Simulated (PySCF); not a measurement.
## [Yb(P5)]2+ at several levels of theory

Computed with PySCF 2.14.0 (density fitting, no spin-orbit coupling) at the geometry relaxed with BP86:

```xyz
6
[Yb(P5)]2+ (singlet in the valence; each metal's 4f electrons, 13 of them, lie in its core potential, out of spins and levels)
Yb    0.0000    0.0000   -1.0178
P     1.8604    0.0000    1.1573
P     0.5749    1.7694    1.1573
P    -1.5051    1.0935    1.1573
P    -1.5051   -1.0935    1.1573
P     0.5749   -1.7694    1.1573
```

```tsv
level	basis	state	HOMO (eV)	gap (eV)	charge on Yb1 (e)	population of f-type functions on Yb1 (polarisation alone where 4f lies in the core)	dipole about the centre of mass (D)	largest force component (eV/Å)
BP86	Yb lcecp-1-SVP with ECP59, P def2-SVP	singlet	-15.22	1.16	1.12	0.01	2.60	0.01
BP86	Yb lcecp-1-TZVP with ECP59, P def2-TZVP	singlet	-14.92	1.14	1.37	0.02	2.29	0.35
```

In the lcecp rows the 4f levels are missing from HOMO and gap, and the state counts the valence alone.

Charges are Mulliken's, which hang on the basis. The relaxation used the grid (50, 194), these runs (75, 302) or, all-electron (x2c bases, spin-free X2C Hamiltonian), (99, 590).

Q: Order these levels, in the first row's basis, by the HOMO–LUMO gap they give here, smallest first.
A. PBE0
B. TPSS
C. B3LYP
D. wB97X

A: B (1.29 eV), C (2.48 eV), A (2.85 eV), D (6.87 eV).

Q: And their other results?

A: 
| level | state | HOMO (eV) | gap (eV) | charge on Yb1 (e) | population of f-type functions on Yb1 (polarisation alone where 4f lies in the core) | dipole about the centre of mass (D) | largest force component (eV/Å) |
| --- | --- | --- | --- | --- | --- | --- | --- |
| B3LYP | singlet | -15.81 | 2.48 | 1.13 | 0.01 | 2.85 | 0.29 |
| TPSS | singlet | -15.21 | 1.29 | 1.26 | 0.01 | 3.00 | 0.20 |
| wB97X | singlet | -18.16 | 6.87 | 1.23 | 0.01 | 3.74 | 1.10 |
| PBE0 | singlet | -16.10 | 2.85 | 1.23 | 0.01 | 3.15 | 0.60 |

In the first row's basis the gap widens with exact exchange: 1.2 to 1.3 eV for BP86, TPSS (none); 2.5 to 2.8 eV for B3LYP, PBE0 (a fixed share); 6.9 eV for wB97X (rising or full at long range).

An lcecp potential fixes the number of 4f electrons, so in runs with it no electron can move into or out of that shell.
